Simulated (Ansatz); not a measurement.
Relaxation of C2H6AlFO (11 atoms, charge 0, multiplicity 1), to a largest force component of 0.02 eV/Å in at most 50 steps.

Computed with Ansatz, RKS PBE0-D4/def2-SVP.

```xyz
11
Properties=species:S:1:pos:R:3
O 0.422 0.092 2.166
C 0.460 0.329 0.770
F 1.658 -0.128 0.306
C -0.589 -0.421 0.076
Al -0.684 -0.124 -1.917
H 1.085 0.715 2.558
H 0.399 1.420 0.544
H -0.510 -1.504 0.257
H -1.638 -0.084 0.529
H 0.253 1.047 -2.444
H -0.789 -1.399 -2.824
```

Task: Where does it end, and by what steps?

Result: The run converged. After 31 steps the energy has fallen by 1.980 eV; H6 moved furthest, 1.33 Å. Parted: C2–F3 (1.36 → 2.61 Å). Joined: F3–Al5 (3.23 → 1.71 Å).

| step | energy less start (eV) | largest force component (eV/Å) | accepted |
| --- | --- | --- | --- |
| 0 | 0.0000 | 3.765 | yes |
| 2 | -0.5640 | 0.550 | yes |
| 4 | -0.5967 | 0.205 | yes |
| 6 | -0.6516 | 0.270 | yes |
| 8 | -0.7940 | 0.316 | yes |
| 10 | -0.9493 | 0.830 | yes |
| 12 | -1.0308 | 0.523 | yes |
| 14 | -1.3012 | 1.550 | yes |
| 16 | -1.6485 | 2.680 | yes |
| 18 | -1.9203 | 0.761 | yes |
| 20 | -1.9618 | 0.272 | yes |
| 22 | -1.9711 | 0.123 | yes |
| 24 | -1.9756 | 0.245 | yes |
| 26 | -1.9793 | 0.057 | yes |
| 28 | -1.9800 | 0.038 | yes |
| 30 | -1.9801 | 0.023 | yes |
| 31 | -1.9802 | 0.009 | yes |

```xyz
11
Properties=species:S:1:pos:R:3
O 0.787 -0.338 1.732
C -0.101 0.357 1.039
F 1.849 0.179 -0.685
C -1.161 -0.220 0.428
Al 0.354 -0.134 -1.454
H 1.665 0.038 1.568
H 0.068 1.441 0.952
H -1.343 -1.292 0.546
H -1.942 0.409 -0.004
H -0.243 1.141 -2.191
H 0.133 -1.638 -1.910
```

Whether the end is a true minimum wasn't checked by a vibrational analysis.

The run took 38 s on 2 threads of AMD EPYC 9R45 96-Core Processor (Zen 5) (shared host), peak memory 0.24 GiB.
